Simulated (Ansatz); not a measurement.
Computed with Ansatz on PBE0-D4/def2-TZVP structures; ΔE is electronic, products minus reactants. CCSD(T)/CBS is the MP2 limit (def2-TZVPP, def2-QZVPP) plus CCSD(T) − MP2 in def2-TZVPP, frozen cores. Functionals use def2-TZVPP. def2 core potentials past Kr. For Ge, Sn outer-core shells are correlated without core-valence functions, which leaves a few kJ/mol of doubt a bond. Scalar relativity is left out up to krypton. Each species was taken in one conformer, which may not be the lowest.

Reaction (redistribution): `[F][Sn]([F])([F])[Cl]` + `[OH][GeH]([SiH3])[SH]` → `[F][Sn]([F])([SiH3])[Cl]` + `[OH][GeH]([F])[SH]`

```
                   species  B2PLYP energy (Eh)
   `[F][Sn]([F])([F])[Cl]`          -973.82732
   `[OH][GeH]([SiH3])[SH]`         -2842.95998
`[F][Sn]([F])([SiH3])[Cl]`         -1165.15319
      `[OH][GeH]([F])[SH]`         -2651.66307
```

Task: Work out ΔE.

Result: ΔE = (-1165.15319) + (-2651.66307) − (-973.82732) − (-2842.95998) = -0.02896 Eh = -76.0 kJ/mol. CCSD(T)/CBS gives -68.5 kJ/mol.

Largest T1 diagnostic among the species: 0.014.

In def2-TZVPP, CCSD(T) changes the Hartree–Fock value by +9.3 kJ/mol (the triples alone add +2.4 kJ/mol) and MP2 by +5.1 kJ/mol.
